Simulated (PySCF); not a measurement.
CBr3, SMILES Br[C+](Br)Br, charge +1.

Geometry optimised at B3LYP-D3(BJ)/def2-SVP.

Computed with PBE/def2-TZVP in PySCF.

The molecule is in vacuum.

Q: Estimate the frontier levels, gap, dipole moment and polarisability. (An estimate is asked for; the answer gives what the named calculation found.)

A: 
- highest occupied level: -12.67 eV
- lowest empty level: -10.28 eV
- orbital gap: 2.39 eV
- dipole moment about the centre of nuclear charge: 0.00 D
- mean static polarisability: 70.5 bohr³ (10.44 Å³)
- polarisability, principal values: 40.8, 85.3, 85.3 bohr³
